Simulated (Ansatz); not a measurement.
TiO2. Total charge 0; singlet. Geometry PBE-D4/def2-TZVP.

```xyz
3

Ti    0.434    0.090   -0.443
O    -1.184    0.342   -0.647
O     0.750   -0.432    1.090
```

LC-ωPBE has ω = 0.4 bohr⁻¹. B3LYP takes the VWN-RPA correlation.

Problem. Estimate the orbital energies around the gap (eV) in Ansatz with PBE-D4/def2-SVP, r2SCAN-D4/def2-TZVPD, B3LYP-D4/def2-TZVP, PBE0-D4/def2-SVP, LC-ωPBE/def2-TZVP.

Solution. 
```tsv
orbital	PBE-D4/def2-SVP	r2SCAN-D4/def2-TZVPD	B3LYP-D4/def2-TZVP	PBE0-D4/def2-SVP	LC-ωPBE/def2-TZVP
HOMO−5	-7.27	-8.17	-9.23	-9.13	-12.53
HOMO−4	-7.06	-7.95	-8.95	-8.81	-12.04
HOMO−3	-6.86	-7.70	-8.63	-8.48	-11.75
HOMO−2	-6.52	-7.35	-8.24	-8.07	-11.30
HOMO−1	-6.20	-7.05	-8.00	-7.80	-10.95
HOMO	-5.17	-6.06	-7.03	-6.83	-9.95
LUMO	-3.15	-3.13	-3.22	-2.55	-0.86
LUMO+1	-2.34	-2.74	-2.27	-1.46	0.52
LUMO+2	-2.17	-2.58	-2.20	-1.34	0.55
LUMO+3	-0.61	-1.08	-0.46	0.30	2.33
LUMO+4	0.40	-0.25	-0.02	1.11	2.36
LUMO+5	0.64	0.35	0.88	1.17	2.95
```
